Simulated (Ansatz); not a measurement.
`C[SiH2]C1N=CO1` + `CN[SiH3]` → `C[SiH2]N(C)[SiH3]` + `C1=NCO1` at 298.15 K and 1 bar (ligand exchange at the Si–C bond).

Calculated with Ansatz (gas phase, PBE0-D4/def2-TZVP geometries, no zero-point term in ΔE). CBS: MP2 limit from def2 TZ/QZ plus the TZ coupled-cluster correction, frozen cores. Each species was taken in one conformer, which may not be the lowest.

```tsv
species	CCSD(T)/CBS energy (Eh)	H − E (kJ/mol)	S (J/(mol·K))
`C[SiH2]C1N=CO1`	-537.26678	273.0	351.3
`CN[SiH3]`	-386.04948	224.3	300.3
`C[SiH2]N(C)[SiH3]`	-715.62877	350.7	398.9
`C1=NCO1`	-207.71182	148.2	259.8
```

H − E and S are ideal-gas, rigid-rotor, harmonic terms from PBE0-D4/def2-TZVP, for one conformer and one mirror image of each species. 1 Eh = 2625.50 kJ/mol, R = 8.31446 J/(mol·K).

**Question.** By hand: ΔE, ΔH, ΔS and ΔG.

**Answer.** ΔE = (-715.62877) + (-207.71182) − (-537.26678) − (-386.04948) = -0.02433 Eh = -63.9 kJ/mol. Δ(H − E) = 350.7 + 148.2 − 273.0 − 224.3 = 1.6, so ΔH = -62.3 kJ/mol. ΔS = 398.9 + 259.8 − 351.3 − 300.3 = 7.1 J/(mol·K). ΔG = -62.3 − 298.15 × (7.1)/1000 = -64.4 kJ/mol.

**Question.** By hand: the equilibrium constant, and the temperature at which ΔG would vanish if ΔH and ΔS stayed fixed.

**Answer.** log₁₀ K = −ΔG/(RT ln 10) = 11.3. ΔH and −TΔS have one sign here, so there is no such temperature.

The number of gas molecules stays the same, so ΔS is small and ΔH decides. A doubt of 5 kJ/mol in ΔE shifts log₁₀ K by 0.9 here. Other conformers and mirror images would add mixing entropy, several J/(mol·K) or more a flexible species. Modes under 60 cm⁻¹, often nearly free rotors, make the harmonic entropy too high. These are equilibria of isolated gas molecules and say nothing of rates. Largest T1 diagnostic: 0.015 (customary marks: 0.02 for closed shells, 0.045 for open ones).

ΔS is within the doubt of such terms, so its sign, and with it that verdict, could turn.
